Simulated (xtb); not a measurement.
SnH2Cl2, SMILES [Cl][SnH2][Cl]. All values are semi-empirical tight-binding results from xtb (GFN2-xTB unless named), good for trends rather than for accurate numbers. Geometry: GFN2-xTB.

For metal compounds this method's bond lengths and energies can be far off.

Computed properties:
```json
{
 "point_group_as_xtb_finds_it": "C2v",
 "orbital_gap": "4.47 eV",
 "zero_point_energy": "8.0 kcal/mol",
 "G − E(el) at 298.15 K (modified RRHO)": "-10.9 kcal/mol"
}
```
